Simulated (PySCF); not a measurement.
A calculated (PBE0, PySCF 2.14, cc-pV(T+d)Z, no relativity, point nucleus) atom or ion has these occupied shells.

| shell | electrons | orbital energy (eV) | rms radius, mean of both spins (bohr) |
| --- | --- | --- | --- |
| 1s | 2 | -1537.8 | 0.140 |
| 2s | 2 | -122.86 | 0.684 |
| 2p | 6 | -82.803 | 0.678 |
| 3s | 2 | -15.729 | 2.57 |

(1) Name the element and its charge.

## Answers

(1) Al⁺ (aluminium, charge +1), in [Ne] 3s2, closed-shell 1S.
